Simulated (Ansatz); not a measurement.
Geometry optimisation, Ansatz, RKS r2SCANh-D4/def2-SVP.

The input (input.yaml):

```yaml
crystal:
  periodic: [false, false, false]
  atoms:
    - { symbol: B, position_ang: [0.88112, 0.90046, -2.15527] }
    - { symbol: "N", position_ang: [0.69169, 0.75914, -0.92118] }
    - { symbol: B, position_ang: [0.4679, 0.58663, 0.43361] }
    - { symbol: Si, position_ang: [-0.75673, -0.82606, 1.05388] }
    - { symbol: H, position_ang: [1.37415, 1.49292, -1.19942] }
    - { symbol: H, position_ang: [1.04214, 1.31626, 1.16077] }
    - { symbol: H, position_ang: [-2.11404, -0.71969, 0.48942] }
    - { symbol: H, position_ang: [-0.3089, -2.18535, 0.70225] }
    - { symbol: H, position_ang: [-0.95757, -0.8622, 2.51198] }
basis:
  gaussian: { orbitals: def2-SVP }
hamiltonian:
  xc: r2scanh
  dispersion: d4
relax:
  f_tol: 0.02
  max_steps: 50
output:
  orbitals: {}
```

Launched with:

```bash
$ ansatz run input.yaml --threads 2 --pin off --max-ram 3072MiB --backend cpu --events-out ev --progress --plain --runs-dir out
```

Question: Where does it end, and by what steps?

Answer: The forces met the threshold. After 23 steps the energy has fallen by 1.528 eV; B1 moved furthest, 1.59 Å. Parted: B1–H5. Joined: B1–B3, B1–Si4.

| step | energy less start (eV) | largest force component (eV/Å) | accepted |
| --- | --- | --- | --- |
| 0 | 0.0000 | 7.445 | yes |
| 1 | -0.5987 | 2.928 | yes |
| 2 | -0.8430 | 1.005 | yes |
| 3 | -1.0958 | 1.465 | yes |
| 4 | -1.2756 | 1.122 | yes |
| 5 | -1.2832 | 1.080 | yes |
| 6 | -1.4012 | 0.627 | yes |
| 7 | -1.4424 | 0.492 | yes |
| 8 | -1.4648 | 0.497 | yes |
| 9 | -1.4734 | 0.242 | yes |
| 10 | -1.4771 | 0.138 | yes |
| 11 | -1.4828 | 0.077 | yes |
| 12 | -1.4879 | 0.425 | yes |
| 13 | -1.4938 | 0.294 | yes |
| 14 | -1.5008 | 0.208 | yes |
| 15 | -1.5073 | 0.343 | yes |
| 16 | -1.5098 | 0.296 | yes |
| 17 | -1.4436 | 1.313 | no |
| 18 | -1.5252 | 0.227 | yes |
| 19 | -1.5258 | 0.097 | yes |
| 20 | -1.5278 | 0.045 | yes |
| 21 | -1.5281 | 0.034 | yes |
| 22 | -1.5283 | 0.028 | yes |
| 23 | -1.5284 | 0.013 | yes |

```xyz
9
Properties=species:S:1:pos:R:3
B 0.119 -0.003 -1.090
N 0.988 1.083 -0.836
B 0.669 0.848 0.482
Si -0.755 -0.867 0.621
H 1.552 1.707 -1.397
H 1.001 1.374 1.503
H -2.188 -0.666 0.250
H -0.292 -2.272 0.410
H -0.773 -0.742 2.135
```

Run time: 110 s on 2 threads of Arm Neoverse N1, with other jobs on the host, peak memory 0.18 GiB.
